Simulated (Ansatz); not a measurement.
Cost and result up the ladder for BeMe(NH2) (CH5BeN) (8 atoms). Charge 0, multiplicity 1. Geometry: r2SCAN-D4/def2-TZVP.

| atom | x (Å) | y (Å) | z (Å) |
| --- | --- | --- | --- |
| Be1 | 0.263 | 0.113 | -0.020 |
| C2 | -1.298 | -0.517 | 0.077 |
| H3 | -1.988 | -0.059 | -0.638 |
| H4 | -1.734 | -0.381 | 1.073 |
| H5 | -1.312 | -1.596 | -0.117 |
| N6 | 1.662 | 0.670 | -0.103 |
| H7 | 1.991 | 1.498 | 0.368 |
| H8 | 2.417 | 0.273 | -0.640 |

Ansatz on 4 threads of AMD EPYC 9R45 on a shared host. Times are rough, and most runs start from the orbitals of an earlier one. ωB97M-V/def2-TZVP serves as the yardstick here, not as an exact answer. Differences are given only for rows in sets of like size (and for xTB, whose basis is part of the method), since another set adds its own error. Binding counts from free atoms at the same level (Be singlet, C triplet, H doublet, N quartet; other spins of the atoms weren't run), without zero-point energy or a counterpoise term.

HSE06 is defined as in plane-wave codes, on full-range PBE exchange. Correlated methods freeze 2 core orbitals.

Correlated methods converge slowly with the basis.

```tsv
level	functions	wall time	binding energy per atom (eV)	difference from ωB97M-V/def2-TZVP (eV)
LDA (SPW92)/def2-TZVP	111	0.2 s	4.06	0.45
PBE-D4/def2-SVP	62	0.2 s	3.68	–
PBE0-D4/def2-SVP	62	0.2 s	3.62	–
MP2/def2-TZVP	111	0.2 s	3.48	-0.14
revPBE-D4/def2-TZVP	111	0.3 s	3.58	-0.03
BHLYP-D4/def2-TZVP	111	0.3 s	3.54	-0.07
HSE06-D4/def2-TZVP	111	0.35 s	3.61	0.00
PBE-D4/def2-TZVPD	141	0.4 s	3.68	0.06
PBE0-D4/def2-TZVP	111	0.4 s	3.61	-0.01
PBE0-D4/def2-TZVPD	141	0.4 s	3.62	0.01
r2SCAN-D4/def2-TZVPD	141	0.55 s	3.62	0.01
ωB97M-V/def2-TZVP	111	0.85 s	3.61	0.00
CCSD(T)/def2-TZVPD	141	2.6 s	3.45	-0.17
CCSD(T)/def2-TZVPP	151	2.9 s	3.49	-0.13
```
